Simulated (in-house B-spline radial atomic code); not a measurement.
Response of Br5+ as one setting changes: the share of exact exchange in a PBE hybrid. A dash marks a strongly mixed or unbound state. Computed with an all-electron radial atomic-structure program (B-spline basis): linear response of the closed shell [Ar] 3d10 4s2 with the functional's adiabatic kernel; scalar-relativistic (spin-free one-electron X2C), finite nucleus, no spin-orbit coupling, no double excitations, S, P, D and F terms only; shells from n = 2 respond. Only terms of natural parity with L up to 3 were computed.

```json
{"share of exact exchange in a PBE hybrid": "0", "lowest 1P (eV)": "4s → 4p 19.232", "lowest 3P, Tamm-Dancoff (eV)": "4s → 4p 13.879", "minus highest occupied level (eV)": "81.01", "α (bohr³)": "3.512"}
{"share of exact exchange in a PBE hybrid": "0.1", "lowest 1P (eV)": "4s → 4p 19.093", "lowest 3P, Tamm-Dancoff (eV)": "4s → 4p 13.711", "minus highest occupied level (eV)": "81.56", "α (bohr³)": "3.561"}
{"share of exact exchange in a PBE hybrid": "0.2", "lowest 1P (eV)": "4s → 4p 18.954", "lowest 3P, Tamm-Dancoff (eV)": "4s → 4p 13.543", "minus highest occupied level (eV)": "82.12", "α (bohr³)": "3.611"}
{"share of exact exchange in a PBE hybrid": "0.3", "lowest 1P (eV)": "?", "lowest 3P, Tamm-Dancoff (eV)": "?", "minus highest occupied level (eV)": "?", "α (bohr³)": "?"}
{"share of exact exchange in a PBE hybrid": "0.4", "lowest 1P (eV)": "4s → 4p 18.674", "lowest 3P, Tamm-Dancoff (eV)": "4s → 4p 13.211", "minus highest occupied level (eV)": "83.22", "α (bohr³)": "3.717"}
{"share of exact exchange in a PBE hybrid": "0.5", "lowest 1P (eV)": "?", "lowest 3P, Tamm-Dancoff (eV)": "?", "minus highest occupied level (eV)": "?", "α (bohr³)": "?"}
{"share of exact exchange in a PBE hybrid": "0.6", "lowest 1P (eV)": "4s → 4p 18.392", "lowest 3P, Tamm-Dancoff (eV)": "4s → 4p 12.881", "minus highest occupied level (eV)": "84.32", "α (bohr³)": "3.828"}
{"share of exact exchange in a PBE hybrid": "0.7", "lowest 1P (eV)": "4s → 4p 18.250", "lowest 3P, Tamm-Dancoff (eV)": "4s → 4p 12.717", "minus highest occupied level (eV)": "84.87", "α (bohr³)": "3.886"}
{"share of exact exchange in a PBE hybrid": "0.8", "lowest 1P (eV)": "4s → 4p 18.107", "lowest 3P, Tamm-Dancoff (eV)": "4s → 4p 12.554", "minus highest occupied level (eV)": "85.41", "α (bohr³)": "3.946"}
{"share of exact exchange in a PBE hybrid": "0.9", "lowest 1P (eV)": "4s → 4p 17.964", "lowest 3P, Tamm-Dancoff (eV)": "4s → 4p 12.392", "minus highest occupied level (eV)": "85.96", "α (bohr³)": "4.007"}
{"share of exact exchange in a PBE hybrid": "1", "lowest 1P (eV)": "4s → 4p 17.820", "lowest 3P, Tamm-Dancoff (eV)": "4s → 4p 12.231", "minus highest occupied level (eV)": "86.50", "α (bohr³)": "4.07"}
```

(1) What belongs in the row for 0.3?

(2) What belongs in the row for 0.5?

## Answers

(1) lowest 1P (eV): 4s → 4p 18.815; lowest 3P, Tamm-Dancoff (eV): 4s → 4p 13.377; minus highest occupied level (eV): 82.67; α (bohr³): 3.663.

(2) lowest 1P (eV): 4s → 4p 18.534; lowest 3P, Tamm-Dancoff (eV): 4s → 4p 13.046; minus highest occupied level (eV): 83.77; α (bohr³): 3.772.
